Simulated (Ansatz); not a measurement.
This geometry of ClHOZn + H2 (6 atoms, charge 0, multiplicity 1) is a first-order saddle point.

Theory: RKS PBE-D4/def2-SVP in Ansatz.

```xyz
6
Properties=species:S:1:pos:R:3
Zn 0.271 0.165 -0.062
O -0.205 0.280 1.819
H -0.622 -0.474 2.282
Cl -0.279 -0.123 -2.090
H 1.853 0.407 0.950
H 1.108 0.296 1.605
```

(1) Which two structures does it join? (They come from a converged band through this point; their orientation in space is the band's.)

(2) How far does it lie above each of them?

Results:

(1) Bonds broken: H5–H6. Bonds formed: Zn1–H5, O2–H6. ClHOZn + H2 becomes ClH3OZn.

Image 0:

```xyz
6
Properties=species:S:1:pos:R:3
Zn -0.249 -0.065 0.217
O -0.389 -0.088 1.997
H -1.259 -0.392 2.315
Cl -0.015 -0.008 -1.881
H 2.166 0.602 0.575
H 1.871 0.502 1.282
```

Image 8:

```xyz
6
Properties=species:S:1:pos:R:3
Zn 0.952 0.519 -0.098
O -0.001 0.142 1.830
H -0.741 -0.337 1.378
Cl -0.835 -0.444 -0.939
H 2.342 1.180 -0.097
H 0.409 -0.509 2.431
```

(2) 14.5 kcal/mol above the first and 28.3 kcal/mol above the second. This is the barrier of this one path; another mechanism may lie lower. The orbitals stay closed-shell, which can raise the energy where a bond breaks towards radicals; this wasn't checked here.

Run time: 110 s on 1 thread of Intel(R) Xeon(R) 6975P-C (Granite Rapids), with other jobs on the host, peak memory 0.15 GiB.
